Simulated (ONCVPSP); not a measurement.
# Logarithmic derivatives: Hg (Z = 80), ONCV

mercury (Hg), optimised norm-conserving Vanderbilt (ONCV), made with ONCVPSP 4.0.1 (LDA (Perdew-Zunger), non-relativistic). Core [Xe] 4f14, reference 5d10 6s2. Waves: 6s: rc 2.35 bohr, ncon 4, nbas 8, qcut 2.6 1/bohr, 2 projectors, debl 2.8 Ha; p scattering state at 0.18 Ha: rc 2.15 bohr, ncon 4, nbas 7, qcut 4.5 1/bohr, 2 projectors, debl 1 Ha; 5d: rc 1.90 bohr, ncon 4, nbas 9, qcut 8.1 1/bohr, 2 projectors, debl 3.9 Ha; f scattering state at 0.34 Ha: rc 1.85 bohr, ncon 4, nbas 7, qcut 5.2 1/bohr, 3 projectors, debl 0.3 Ha. Local part: polynomial inside 1.80 bohr (lpopt 5, dvloc0 4 Ha). Core correction: Teter function, fcfact 4.75, rcfact 1.35.

The phase is arctan(r·R′/R) of the radial function R(r), unwrapped; energies in Ha, scanned from -2 to 5 Ha. A pole is an energy at which the radial function vanishes at the test radius. The pseudo phase is shifted by a multiple of π to meet the all-electron one at the reference energy, and phase errors are pseudo minus all-electron; the curves can meet again beyond the range given. Levels narrower than the energy grid can be missing from the lists of poles.

```csv
channel,radius (bohr),reference energy (Ha),"poles, all-electron","poles, pseudo",unbroken range about the reference energy with phases within 0.05 rad,phase error 1 Ha above the reference energy (rad)
s,2.38,-0.21,1.52,"1.50, 2.83",below 2.8,-0.003
p,2.19,0.18,3.03,"-1.96, 3.05",above -1.8,+0.000
d,1.93,-0.45,0.15,0.15,the whole range,+0.000
f,1.87,0.34,3.11,3.11,the whole range,+0.000
```

Note: ghosts flagged at negative energy: p at -55.1 eV, f at -95.9 eV; GHOST(+) flagged for s at 76.7 eV. A true bound ghost makes a file unfit for plane-wave use.

Phases in the s channel:

| E (Ha) | all-electron | pseudo |
| --- | --- | --- |
| -1.98 | 1.248 | 1.241 |
| -1.80 | 1.219 | 1.211 |
| -1.62 | 1.181 | 1.175 |
| -1.44 | 1.133 | 1.126 |
| -1.26 | 1.068 | 1.061 |
| -1.08 | 0.975 | 0.968 |
| -0.90 | 0.834 | 0.827 |
| -0.72 | 0.606 | 0.601 |
| -0.54 | 0.236 | 0.233 |
| -0.36 | -0.262 | -0.263 |
| -0.18 | -0.706 | -0.706 |
| 0.00 | -0.993 | -0.994 |
| 0.18 | -1.169 | -1.171 |
| 0.36 | -1.283 | -1.285 |
| 0.54 | -1.361 | -1.364 |
| 0.72 | -1.419 | -1.422 |
| 0.90 | -1.464 | -1.467 |
| 1.08 | -1.501 | -1.504 |
| 1.26 | -1.532 | -1.535 |
| 1.44 | -1.559 | -1.562 |
| 1.62 | -1.584 | -1.587 |
| 1.80 | -1.608 | -1.611 |
| 1.98 | -1.632 | -1.634 |
| 2.16 | -1.656 | -1.658 |
| 2.34 | -1.681 | -1.683 |
| 2.52 | -1.710 | -1.710 |
| 2.70 | -1.743 | -1.744 |
| 2.88 | -1.784 | -4.903 |
| 3.06 | -1.836 | -4.957 |
| 3.24 | -1.909 | -5.017 |
| 3.42 | -2.019 | -5.100 |
| 3.60 | -2.204 | -5.226 |
| 3.78 | -2.549 | -5.436 |
| 3.96 | -3.147 | -5.813 |
| 4.14 | -3.743 | -6.392 |
| 4.32 | -4.085 | -6.915 |
| 4.50 | -4.267 | -7.223 |
| 4.68 | -4.375 | -7.396 |
| 4.86 | -4.445 | -7.502 |
